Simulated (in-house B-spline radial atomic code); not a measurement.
**Ionising Ce XXXIII (Ce32+) with different functionals**

Computed with a radial B-spline atomic code at the basis-set limit: scalar-relativistic (spin-free X2C) Hamiltonian, Fermi nucleus of rms radius 4.8771 fm, spin-polarised at highest spin, spherical fractional occupations for the functionals, the average over the highest-spin determinants for Hartree-Fock. The ionisation energy is the difference of two self-consistent energies, [Ar] 3d8 → [Ar] 3d7, without Breit or QED terms; ε is the level of the shell that loses the electron (its least bound occupied spin orbital). There is no spin-orbit coupling in this Hamiltonian.

Hybrids are left out here: with spherical fractional occupations of an open shell their exact exchange keeps a self-interaction that integer-occupation calculations don't have.

```csv
method,rung,ΔSCF (eV),-ε(3d) (eV)
Hartree-Fock,Hartree-Fock,2093.6,2097.0
LDA exchange-only,LDA,2091.3,2046.0
PBE,GGA,2094.6,2049.3
AM05,GGA,2094.4,2049.1
revTPSS,meta-GGA,2093.8,2048.7
```

(1) How do they compare with the NIST value?

Answers

(1) NIST lists 2087 eV ± 4 (tabulated theory, ground level to ground level). Errors run from +4.3 to +7.6 eV; all lie within about twice that uncertainty, so the table can't rank the methods. Hartree-Fock also lacks correlation.
